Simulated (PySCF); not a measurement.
Computed shifts of a molecule C2H7ClSi3, PBE0/pcSseg-1 run with PySCF, GIAO, gas phase, atoms alike by connectivity averaged where their shifts nearly agree, in ppm (number of nuclei): ²⁹Si: 12.2 (1), -60.4 (1), -123.6 (1). ¹³C: 164.8 (1), 162.0 (1). ¹H: 7.82 (1), 7.82 (1), 6.06 (1), 4.85 (1), 4.67 (1), 3.55 (2). References: ³⁵Cl against HCl (σ = 945.9 ppm); ²⁹Si against TMS (σ = 352.7 ppm); ¹³C against TMS (σ = 186.3 ppm); ¹H against TMS (σ = 31.56 ppm), references at their B3LYP-D3(BJ)/def2-TZVP geometries, non-relativistic (without spin–orbit terms, shifts of atoms bonded to Cl or Br come out too high). The structure is a stationary point at PBE0-D3(BJ)/def2-SVP. Other conformers were not sampled.

Problem. Pick the molecule that these values belong to.
(A) C#C[SiH2][Si@H]([SiH3])Cl
(B) Cl[SiH2]C1=C[SiH2][SiH2]1
(C) Cl[Si@@H]1C=C[SiH2][SiH2]1
(D) C#C[Si]([SiH3])([SiH3])Cl

Solution. C, Cl[Si@@H]1C=C[SiH2][SiH2]1
